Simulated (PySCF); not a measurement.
Electron correlation in Nb⁺ (niobium, charge +1)

[Kr] 4d4, high-spin 5D determinant. Calculation: PySCF 2.14, in aug-cc-pVDZ-PP with ECP28MDF; scalar relativity through the core potential. Frozen: 4s2 4p6; 4 electrons correlated.

```csv
level,correlation energy (mhartree)
CCSD,-32.71
(T),-0.30
CCSD(T),-33.01
```

Diagnostics: T1 = 0.0066, D1 = 0.0126, largest double amplitude 0.023.

Cost of the coupled-cluster step: about 0.7 core-seconds, for 4 correlated electrons.
